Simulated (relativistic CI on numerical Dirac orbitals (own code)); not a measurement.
# Ti3+: calculation against measurement

Method of calculation: Dirac-Coulomb-Breit CI, separate exchange-only KLI orbitals for each configuration, model QED (radiative potential, 1s self-energy scaled to tabulated hydrogen-like ionisation energies), valence Slater integrals scaled by 0.85, P86 correlation energy added to each configuration (own radial code, finite nucleus).

Configuration list (outside the closed core [Ne]): 3s2 3p6 3d, 3s2 3p6 4s, 3s2 3p6 4p, 3s2 3p5 3d2, 3s2 3p6 4d, 3s2 3p6 5s, 3s2 3p6 5p, 3s2 3p6 4f, 3s2 3p6 5d, 3s2 3p6 6s, 3s2 3p6 6p, 3s2 3p6 5f, 3s2 3p6 5g, 3s2 3p6 6d, 3s2 3p6 7s, 3s2 3p6 7p, 3s 3p6 3d2, 3s2 3p5 3d 4s. Double excitations out of closed p, d and f shells are left out; levels of such configurations are missing from the list, as are those of other unlisted configurations, and high levels can miss mixing partners.

```csv
Configuration,Term (tabulated),J,Measured (cm⁻¹),Computed,Error,Purity (%)
3s2 3p6 3d,2D,3/2,0.0,0,0,100
3s2 3p6 3d,2D,5/2,382.1,348,-34,100
3s2 3p6 4s,2S,1/2,80388.9,84575,4186,100
3s2 3p6 4p,2P°,1/2,127921.4,130107,2186,100
3s2 3p6 4p,2P°,3/2,128739.6,130882,2143,100
3s2 3p6 4d,2D,3/2,196804.3,198935,2130,100
3s2 3p6 4d,2D,5/2,196890.0,199014,2124,100
3s2 3p6 5s,2S,1/2,212407.3,213662,1255,100
3s2 3p6 5p,2P°,1/2,230608.9,231736,1127,100
3s2 3p6 5p,2P°,3/2,230924.4,232029,1104,100
3s2 3p6 4f,2F°,5/2,236135.3,239636,3500,99
3s2 3p6 4f,2F°,7/2,236142.3,239642,3500,99
3s2 3p6 5d,2D,3/2,258838.5,260521,1682,100
3s2 3p6 5d,2D,5/2,258877.1,260553,1676,100
3s2 3p6 6p,2P°,1/2,274726.3,275442,715,100
3s2 3p5 3d2,2F° †,5/2,274839.8,285585,10745,89
3s2 3p6 6p,2P°,3/2,274881.2,275581,700,97
3s2 3p6 5f,2F°,5/2,275847.0,278789,2942,90
3s2 3p6 5f,2F°,7/2,275861.9,278863,3001,92
3s2 3p6 5g,2G,7/2,278510.6,280769,2258,100
3s2 3p6 5g,2G,9/2,278511.2,280769,2258,100
3s2 3p6 6d,2D,3/2,289186.0,290468,1282,100
3s2 3p6 6d,2D,5/2,289206.9,290484,1277,100
3s2 3p6 7s,2S,1/2,292999.5,293657,657,100
```

Measured levels from Corliss and Sugar, J. Phys. Chem. Ref. Data 8, 1 (1979); pairs were made by configuration, J and term (by order where the table uses no LS term), so strongly mixed levels may be paired wrongly.

Mean error by configuration (cm⁻¹): 3s2 3p6 3d -34; 3s2 3p6 4s 4186; 3s2 3p6 4p 2164; 3s2 3p6 4d 2127; 3s2 3p6 5s 1255; 3s2 3p6 5p 1115; 3s2 3p6 4f 3500; 3s2 3p6 5d 1679; 3s2 3p6 6p 708; 3s2 3p6 5f 2972; 3s2 3p6 5g 2258; 3s2 3p6 6d 1279; 3s2 3p6 7s 657. Over the excited levels the mean absolute error is 1897 cm⁻¹ (23 of the 29 excited levels that our extract of the source holds in range could be paired, and the others can miss by more), and the median relative error of those above 1,000 cm⁻¹ is 0.81 %. † marks terms whose computed intervals miss the measured ones by more than a factor of 2.5, or configurations far off the rest, from wrong mixing, a near crossing or a doubtful label or measurement; they are left out of the means.
